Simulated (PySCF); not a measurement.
Species: 4-tolylboronic acid, C₇H₉BO₂.
Cartesian coordinates in Å at the PBE0-D3(BJ)/def2-SVP level; atoms count from 1:
```xyz
19
C7H9BO2 angstrom
C      3.2663    0.4140   -0.2971
C      1.7760    0.2497   -0.2359
C      1.0687    0.4601    0.9520
C     -0.3152    0.3076    0.9925
C     -1.0493   -0.0580   -0.1431
B     -2.6066   -0.2412   -0.1237
O     -3.2429   -0.4974   -1.2983
O     -3.3650   -0.1630    1.0102
C     -0.3314   -0.2637   -1.3326
C      1.0495   -0.1154   -1.3780
H      3.7522   -0.4996   -0.6743
H      3.5467    1.2323   -0.9798
H      3.6899    0.6405    0.6913
H      1.6116    0.7479    1.8567
H     -0.8232    0.4891    1.9467
H     -4.1915   -0.6006   -1.1666
H     -2.8475   -0.0066    1.8045
H     -0.8789   -0.5473   -2.2348
H      1.5819   -0.2854   -2.3186
```

Method used: PySCF 2.14.0, PBE0-D3(BJ)/def2-SVP geometry optimisation, gas phase.

Masses are those of the commonest isotopes; rigid-rotor values at the optimised geometry. The values belong to one conformer with, in the numbering `[CH3:1][c:2]1[cH:3][cH:4][c:5]([B:6]([OH:7])[OH:8])[cH:9][cH:10]1`, C5–B6–O7–H 179°, C5–B6–O8–H -2°.

Task: What are A, B and C (MHz)?

Result: Ia = 139.36, Ib = 687.16, Ic = 822.84 u·Å²; 505379 MHz·u·Å²/I gives A = 3627, B = 735.5, C = 614.2 MHz.

Task: What kind of rotor is it?

Result: A near-prolate asymmetric top; Ray's κ = -0.919.

Task: Is it planar, by Δ = Ic − Ia − Ib?

Result: Not planar: Δ = Ic − Ia − Ib = -3.68 u·Å². For a rigid frame Δ = −2 Σ m c², so Σ m c² = 1.84 u·Å² lies off the ab plane: 1.62 from hydrogen and 0.22 from heavier atoms. The atom farthest from that plane is 0.90 Å away.

Task: Give the other two planar moments, Paa and Pbb, and the rms extents of the mass along the axes.

Result: Paa = Σ m a² = (Ib + Ic − Ia)/2 = 685.32 and Pbb = Σ m b² = (Ia + Ic − Ib)/2 = 137.52 u·Å². With the mass M = 136.07 u, the rms extents √(P/M) along a, b and c are 2.24, 1.01, 0.12 Å.

Task: List the rotational levels J(Ka,Kc) to J = 3 (K).

Result: Above 0(0,0), as E/k:
J = 1: 1(0,1) 0.065, 1(1,1) 0.204, 1(1,0) 0.209
J = 2: 2(0,2) 0.194, 2(1,2) 0.327, 2(1,1) 0.345, 2(2,1) 0.761, 2(2,0) 0.761
J = 3: 3(0,3) 0.388, 3(1,3) 0.513, 3(1,2) 0.548, 3(2,2) 0.955, 3(2,1) 0.956, 3(3,1) 1.664, 3(3,0) 1.664
Those of J = 1 are B + C, A + C and A + B.

Task: Predict some low-J microwave lines.

Result: The dipole components are |μa| = 0.76 D, |μb| = 1.12 D, |μc| = 0.13 D. Intensities carry the squares of the components, which stand as 0.46 : 1.00 : 0.01 (a : b : c). Some lines, for components of 0.1 D or more:

```csv
type,branch,"J(Ka,Kc)",MHz,lower level (cm⁻¹)
a,Q,"2(1,1) ← 2(1,2)",364,0.227
a,R,"1(0,1) ← 0(0,0)",1350,0.000
a,R,"2(1,2) ← 1(1,1)",2578,0.141
a,R,"2(0,2) ← 1(0,1)",2696,0.045
c,Q,"2(1,2) ← 2(0,2)",2774,0.135
a,R,"2(1,1) ← 1(1,0)",2821,0.146
c,Q,"1(1,1) ← 1(0,1)",2891,0.045
b,Q,"1(1,0) ← 1(0,1)",3012,0.045
b,Q,"2(1,1) ← 2(0,2)",3137,0.135
b,R,"1(1,1) ← 0(0,0)",4241,0.000
c,R,"1(1,0) ← 0(0,0)",4362,0.000
b,R,"2(1,2) ← 1(0,1)",5469,0.045
c,R,"2(1,1) ← 1(0,1)",5833,0.045
b,Q,"2(2,1) ← 2(1,2)",9037,0.227
b,R,"2(2,1) ← 1(1,0)",11494,0.146
c,R,"2(2,0) ← 1(1,0)",11498,0.146
c,R,"2(2,1) ← 1(1,1)",11615,0.141
b,R,"2(2,0) ← 1(1,1)",11619,0.141
```

No PBE0-D3(BJ)/def2-SVP frequencies stand behind this structure, so it isn't proved a minimum. These are rigid-rotor constants of the computed structure; measured ground-state constants (B0) also hold zero-point vibration. A rigid rotor knows nothing of internal rotation, which can split or shift real lines. Quadrupole hyperfine structure (11B) is left out.
